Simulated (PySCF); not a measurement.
**Polarisability and C₆ of V (vanadium, neutral)**

[Ar] 3d3 4s2, high-spin 4F determinant. Calculation: PySCF 2.14, in aug-cc-pVTZ-DK (8s7p5d3f2g, 93 functions); the spin-free X2C one-electron Hamiltonian (Gaussian nucleus). Coupled (time-dependent) response in atomic units; α is the mean over directions.

```tsv
method	mean α (bohr³)	C₆ (like pair)	S(−4)
M06-L	81.20	866.2	3082
r2SCANh	94.59	1062	5023
```

S(−4) is the Cauchy moment in α(ω) = α(0) + S(−4) ω² + …

Reference α: 87 ± 10 bohr³ (recommended; Schwerdtfeger and Nagle, table of static dipole polarizabilities (2023 update)). Published C₆: 832.0 (Chu and Dalgarno (2004); Tang, Norbeck and Certain (1976)).

α(iu) at M06-L:

```csv
u (hartree),α(iu) (bohr³)
0,81.20
0.0500,74.22
0.100,59.43
0.200,34.42
0.300,21.36
0.500,10.79
0.750,6.208
1.00,4.215
1.50,2.444
2.00,1.639
3.00,0.8992
5.00,0.3942
```
